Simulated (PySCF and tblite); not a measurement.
Values are calculated unless marked as measured or tabulated.
System: C₈H₁₀O, numbered as in [CH3:1][O:2][CH:3]1[CH:4]=[CH:5][CH:6]=[CH:7][CH:8]=[CH:9]1.

Geometries: GFN2-xTB; energies: PBE0/pcSseg-1 + D3(BJ); zero-point and thermal terms from GFN2-xTB harmonic modes (soft modes blended into free rotors). Rates follow Eyring's equation with the number of equivalent paths and no tunnelling. (PySCF 2.14 with density fitting, tblite 0.8.)

The barrier is low, and the GFN2-xTB saddle may lie off the DFT one, so take it as rough.

Q: How high is the barrier to the rotation about the C3–O2 bond (torsion C4–C3–O2–C1 from -76° to -170°, falling), through which structure does it pass, and what rate follows at 298 K?

A: The electronic barrier is 1.6 kcal/mol and ΔG‡(298 K) 1.9 kcal/mol, over a Cs saddle with an imaginary mode of 85i cm⁻¹ (GFN2-xTB). With 1 equivalent path, k is 2.6×10¹¹ s⁻¹, a mean lifetime of the start of 3.9 ps against this motion.
